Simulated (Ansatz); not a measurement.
System: CI2, charge 1, multiplicity 2. 
Geometry from a B3LYP-D3(BJ)/def2-TZVP (Ansatz, an electronic-structure program) optimisation:
```
C
I 1 1.9530
I 1 1.9530 2 140.72
```
Charge +1, spin multiplicity 2.

Basis-set convergence of Hartree-Fock and CCSD correlation energies (hartree) with Ansatz. Cores are frozen in the correlated levels unless marked. Open shells are spin-unrestricted. No spin-orbit coupling. Frozen are the shells of the preceding noble gas and the d and f shells that filled before the atom's block. In def2 rows, elements after Kr have scalar-relativistic effective core potentials.

```csv
basis,functions,E(HF),"E(corr, CCSD)"
def2-SVP,66,-630.72801,-0.32812
def2-TZVPP,131,___,___
```

### Question
Some entries are withheld; supply them.

### Answer

- def2-TZVPP, E(HF): -630.80459
- def2-TZVPP, E(corr, CCSD): -0.42878
